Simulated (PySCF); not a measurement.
# O⁺ (oxygen, charge +1) across methods

[He] 2s2 2p2 3s1, high-spin 4P determinant (an excited configuration). All numbers are calculated (PySCF 2.14, scalar relativity by spin-free X2C-1e, in aug-cc-pCVTZ-DK (7s6p4d2f, 59 functions)).

```tsv
method	E (hartree)	mean ε 2s β (eV)	mean ε 2p α (eV)	mean ε 3s α (eV)	Σ⟨r²⟩ (bohr²)	⟨S²⟩
UHF	-73.58756	-53.429	-46.870	-11.817	18.20	3.754
r2SCAN	-73.7467	-46.850	-37.297	-9.646	18.16	3.753
PW91	-73.7521	-46.507	-36.288	-9.629	17.97	3.751
r2SCANh	-73.7479	-47.639	-38.301	-9.889	18.15	3.753
BP86	-73.7741	-46.696	-36.218	-9.703	17.98	3.751
PBE0	-73.7151	-48.615	-38.989	-10.245	18.05	3.752
revPBE	-73.7688	-46.494	-36.154	-9.578	18.08	3.751
LDA	-73.2097	-46.292	-36.090	-9.630	17.93	3.751
PBE	-73.7040	-46.449	-36.159	-9.593	18.00	3.751
```

The outer electron is Rydberg-like, and this basis confines it to a smaller radius and binds it less than a complete one would.
